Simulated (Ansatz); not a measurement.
The same isomerisation along the group O, S, Se.

Computed with Ansatz on PBE0-D4/def2-TZVP structures; ΔE is electronic, products minus reactants. CCSD(T)/CBS adds triple-zeta CCSD(T) − MP2 to the extrapolated MP2 energy (def2 sets, frozen cores). This one scheme is used for every species. For Se outer-core shells are correlated without core-valence functions, which leaves a few kJ/mol of doubt a bond. Scalar relativity is left out up to krypton. One conformer a species, not always the lowest.

Question: Order these by ΔE at CCSD(T)/CBS, lowest first. (An estimate is asked.)
A. `CS[SiH2]N` → `NCS[SiH3]`
B. `CO[SiH2]N` → `NCO[SiH3]`
C. `C[Se][SiH2]N` → `NC[Se][SiH3]`

Answer: B (+109.7 kJ/mol), C (+126.2 kJ/mol), A (+136.2 kJ/mol).

Largest T1 diagnostic: 0.011, for `NCO[SiH3]`.
